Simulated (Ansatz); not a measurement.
BMe2(CH2SiH3) (C3H11BSi). Charge 0, multiplicity 1. Geometry PBE0-D4/def2-SVP; atoms count from 1.

```xyz
16

B    -0.557    0.363   -0.017
C    -0.321    1.764   -0.695
H    -0.222    2.601    0.013
H    -1.234    1.968   -1.290
H     0.518    1.785   -1.408
C    -1.181    0.293    1.427
H    -1.531   -0.702    1.741
H    -1.998    1.023    1.558
H    -0.396    0.608    2.141
C    -0.129   -0.942   -0.767
Si    1.606   -1.430   -0.197
H    -0.770   -1.809   -0.531
H    -0.061   -0.820   -1.861
H     2.586   -0.336   -0.480
H     1.625   -1.703    1.274
H     2.064   -2.663   -0.909
```

Q: Estimate the Mulliken populations from the PBE0/def2-TZVP orbitals of Ansatz.

A: 
```
atom  charge (e)
  B1        0.13
  C2       -0.45
  H3        0.13
  H4        0.14
  H5        0.13
  C6       -0.45
  H7        0.12
  H8        0.14
  H9        0.14
 C10       -0.38
Si11        0.13
 H12        0.14
 H13        0.14
 H14       -0.02
 H15       -0.02
 H16       -0.03
```
Mulliken values depend strongly on the basis.

Q: And the Mayer bond orders between heavy atoms (over 0.3)?

A: B1–C2 1.06 (1.57 Å); B1–C6 1.07 (1.57 Å); B1–C10 1.05 (1.56 Å); C10–Si11 0.97 (1.89 Å).
